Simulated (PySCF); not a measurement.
**Scandium: highly charged ions in a basis for the neutral atom**

Sc¹⁹⁺ 1s2, Sc²⁰⁺ 1s1. Calculation: PySCF 2.14, in def2-SVP (5s3p2d1f, 31 functions); the non-relativistic Hamiltonian (point nucleus). No spin-orbit coupling, so a gap to NIST mixes the basis error with missing relativistic terms.

Changed run: basis of the neutral atom used for a highly charged ion. This setting is unsound on purpose.

| species | method | sound run (hartree) | changed run (hartree) | converged |
| --- | --- | --- | --- | --- |
| Sc¹⁹⁺ | UHF | not run | -427.92926 | yes |
| Sc¹⁹⁺ | B3LYP | not run | -427.80344 | yes |
| Sc¹⁹⁺ | M06-L | not run | -428.14319 | yes |
| Sc²⁰⁺ | UHF | not run | -220.40235 | yes |
| Sc²⁰⁺ | B3LYP | not run | -220.30521 | yes |
| Sc²⁰⁺ | M06-L | not run | -220.47439 | yes |

Ionisation energy of Sc¹⁹⁺:

```json
{"method": "UHF", "changed run (eV)": "5647.1", "NIST (eV)": "5674.9"}
{"method": "B3LYP", "changed run (eV)": "5646.3", "NIST (eV)": "5674.9"}
{"method": "M06-L", "changed run (eV)": "5651.0", "NIST (eV)": "5674.9"}
```

The contracted functions were made for the neutral atom and can be too rigid for a highly charged ion.
